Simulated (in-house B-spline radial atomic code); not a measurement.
Successive ionisation energies of copper; each step leads to the configuration of the next row (after the last: [Ne] 3s2). NIST's values go from ground level to ground level; the uncertainty of those that are theory runs from under 0.1 % in few-electron ions to several per cent in heavy many-electron ones. Computed with a radial B-spline atomic code at the basis-set limit: non-relativistic Hartree-Fock, average of the configuration, point nuclei.

```csv
ion,configuration,ionisation energy (eV),tabulated value (eV),tabulated kind,computed minus tabulated (eV),highest orbital,largest mean radius (bohr)
Cu12+,[Ne] 3s2 3p5,401.1,401,semi-empirical,0.1,3p,0.63462
Cu13+,[Ne] 3s2 3p4,437.1,436,semi-empirical,1.1,3p,0.62686
Cu14+,[Ne] 3s2 3p3,?,?,semi-empirical,?,?,?
Cu15+,[Ne] 3s2 3p2,?,?,semi-empirical,?,?,?
Cu16+,[Ne] 3s2 3p1,550.6,552.8,semi-empirical,-2.2,3p,0.60476
```

Fill in the row of Cu14+.

ionisation energy (eV): 474.0; tabulated value (eV): 483.1; computed minus tabulated (eV): -9.1; highest orbital: 3p; largest mean radius (bohr): 0.6193.

Fill in the row of Cu15+.

ionisation energy (eV): 511.9; tabulated value (eV): 518.7; computed minus tabulated (eV): -6.8; highest orbital: 3p; largest mean radius (bohr): 0.61194.

How far is this level of theory from the measured and semi-empirical values?

Over those 5 rows the differences run from -9.08 to +1.1 eV (mean absolute value 3.9 eV). The calculation leaves out relativity, correlation and, in open shells, the multiplet splittings that an average leaves out.
